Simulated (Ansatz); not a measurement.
A CCSD(T) single point on `C=C(O)[SiH2]P`.

```yaml
crystal:
  periodic: [false, false, false]
  atoms:
    - {symbol: C, position_ang: [1.372753, -1.189019, 0.582796]}
    - {symbol: C, position_ang: [0.201220, -0.553250, 0.581035]}
    - {symbol: O, position_ang: [-0.981660, -1.129225, 0.928576]}
    - {symbol: Si, position_ang: [0.028823, 1.244955, 0.066035]}
    - {symbol: P, position_ang: [-1.297934, 1.546493, -1.728649]}
    - {symbol: H, position_ang: [1.465170, -2.234386, 0.870336]}
    - {symbol: H, position_ang: [2.277671, -0.671436, 0.295743]}
    - {symbol: H, position_ang: [-0.832169, -2.049982, 1.173704]}
    - {symbol: H, position_ang: [-0.556002, 2.031670, 1.183605]}
    - {symbol: H, position_ang: [1.389848, 1.750161, -0.246433]}
    - {symbol: H, position_ang: [-0.679581, 0.500748, -2.465801]}
    - {symbol: H, position_ang: [-2.311337, 0.698173, -1.206944]}
basis:
  gaussian: {orbitals: def2-SVP}
correlation: {method: ccsd_t}
```

```sh
$ ansatz run in.yaml --threads 4 --pin off --events-out ev --progress --plain --max-ram 10444MiB
```

Log, shortened:

```
Functional definition: HF
  name "HF"
  cite "Fock, Z. Phys. 61, 126 (1930) doi:10.1007/BF01340294"
  parent pbe
  exchange = exact_x
  correlation = 0
1110 factors; integrals over basis functions are off by at most 1.3e-3 eV
mean field evaluation 1: about -21330.9238 eV, gradient 3.1e1 eV
mean field evaluation 2: about -21330.9299 eV, gradient 3.1e1 eV
mean field evaluation 4: about -21333.7886 eV, gradient 3.7e0 eV
mean field evaluation 8: about -21333.8414 eV, gradient 5.7e-4 eV
mean field -21333.84140197 eV, -784.0042109253 hartree, gradient 1.2e-6 eV, S^2 0.000000; 0 other end points of the search recorded, 0 dependent functions left out
13 core orbitals not correlated: weight in the atoms' cores, before any rotation towards them, 1.000 or more for the frozen orbitals, at most 0.000 for the correlated occupied ones
reference -21333.84140197 eV, -784.0042109253 hartree; 15, 15 occupied and 85, 85 virtual orbitals, 1110 factors
second order -18.25681343 eV of doubles, -0.00000000 eV of singles
cycle   1  -19.25412316 eV  change    -1.0e0 eV  update   1.1e-1
cycle   2  -19.83133785 eV  change   -5.8e-1 eV  update   3.4e-2
cycle   3  -19.95671054 eV  change   -1.3e-1 eV  update   1.7e-2
cycle   4  -19.95540817 eV  change    1.3e-3 eV  update   4.4e-3
cycle   5  -19.95453402 eV  change    8.7e-4 eV  update   1.8e-3
cycle   6  -19.95455392 eV  change   -2.0e-5 eV  update   5.0e-4
cycle   7  -19.95432380 eV  change    2.3e-4 eV  update   2.0e-4
cycle   8  -19.95432737 eV  change   -3.6e-6 eV  update   6.9e-5
cycle   9  -19.95433560 eV  change   -8.2e-6 eV  update   2.8e-5
perturbative correction -0.63914307 eV, -0.0234880744 hartree
Total energy: -21354.43488064 eV, -784.7610073077 hartree
```

It took 7 s on 4 threads of an Arm Neoverse V1 on a shared host, with 0.58 GiB of host memory at the peak.

The correlation energy is -20.593 eV, 3.1 % of it from (T); the T1 diagnostic reads 0.0126.
